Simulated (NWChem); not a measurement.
System: CF cation, singlet

The following NWChem deck was run.

```
start job
memory heap 200 mb stack 900 mb global 1100 mb
charge 1
geometry units angstroms
  C      0.000000     0.000000    -0.697741
  F      0.000000     0.000000     0.471000
end
basis spherical
  C library def2-tzvp
  F library def2-tzvp
end
dft
  xc becke88 perdew86
  iterations 150
end
driver
  maxiter 120
end
task dft optimize
task dft freq
```

Low-valent species are run as closed-shell singlets; no triplet was tried in these runs.

The level has its own optimisation; frequencies are unscaled.

Problem. Give the results of this calculation. (BP86/def2-TZVP.) Quantities: r C–F (Å); highest harmonic frequency (cm⁻¹); zero-point energy (kcal/mol).

Solution. 
```
Item                               Value
---------------------------------  -----
r C–F (Å)                          1.171
highest harmonic frequency (cm⁻¹)   1698
zero-point energy (kcal/mol)         2.4
```
